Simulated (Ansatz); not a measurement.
Gas-phase electronic energies from Ansatz, PBE0-D4/def2-TZVP geometries. CBS: MP2 limit from def2 TZ/QZ plus the TZ coupled-cluster correction, frozen cores. This one scheme is used for every species. DFT in def2-TZVPP. B3LYP here is the variant with VWN-RPA as its local correlation; programs differ in this. HSE06 is defined as in plane-wave codes. For Br outer-core shells are correlated without core-valence functions, which leaves a few kJ/mol of doubt a bond. Scalar relativity is left out up to krypton.

Reaction (substitution at a C–Br bond): `ClC(Cl)(Br)Br` + HCl → `ClC(Cl)(Cl)Br` + HBr

```csv
level,ΔE (kJ/mol),difference from CCSD(T)/CBS
PBE-D4,2.9,-2.6
revPBE-D4,2.9,-2.6
BLYP-D4,4.2,-1.3
r2SCAN-D4,1.5,-4.0
B97M-V,2.0,-3.5
PBE0-D4,2.2,-3.3
B3LYP-D4,3.5,-2.0
r2SCANh-D4,1.4,-4.1
r2SCAN0-D4,1.1,-4.4
HSE06-D4,2.3,-3.2
BHLYP-D4,3.3,-2.2
CAM-B3LYP-D4,0.7,-4.8
ωB97X-V,1.2,-4.3
ωB97M-V,1.5,-4.0
B2PLYP,3.7,-1.8
PBE,1.5,-4.0
revPBE,1.9,-3.6
BLYP,1.6,-3.9
r2SCAN,1.3,-4.2
PBE0,0.9,-4.6
B3LYP,1.0,-4.5
r2SCANh,1.1,-4.4
HSE06,1.1,-4.4
BHLYP,0.0,-5.5
CAM-B3LYP,-0.7,-6.2
LC-ωPBE,-0.3,-5.8
RPA@PBE/def2-TZVPP,6.3,0.8
HF/def2-SVP,-4.9,-10.4
MP2/def2-SVP,-0.8,-6.3
CCSD/def2-SVP,-4.5,-10.0
CCSD(T)/def2-SVP,-3.8,-9.3
HF/def2-TZVPP,-1.6,-7.1
MP2/def2-TZVPP,9.3,3.8
CCSD/def2-TZVPP,5.4,-0.1
CCSD(T)/def2-TZVPP,6.0,0.5
HF/def2-QZVPP,-1.6,-7.1
MP2/def2-QZVPP,9.0,3.5
HF/CBS(def2),-1.6,-7.1
MP2/CBS(def2),8.8,3.3
CCSD/CBS(def2),4.8,-0.7
CCSD(T)/CBS,5.5,0
```

**Question.** What do rigid-rotor, harmonic-oscillator terms from PBE0-D4/def2-TZVP frequencies (298.15 K, 1 bar) make of the CCSD(T)/CBS value? (Estimate.)

**Answer.** The calculation gave: ΔZPE = -0.4 kJ/mol, ΔH = +4.4 kJ/mol, ΔS = -3 J/(mol·K), ΔG = +5.4 kJ/mol.

Largest T1 diagnostic among the species: 0.009.

At CCSD(T), def2-SVP lies −9.3 kJ/mol from the extrapolated value and def2-TZVPP +0.5 kJ/mol. Leaving LDA and LC-ωPBE aside and taking each functional with its dispersion term where it has one, the values spread over 3.5 kJ/mol, from CAM-B3LYP-D4 to BLYP-D4.
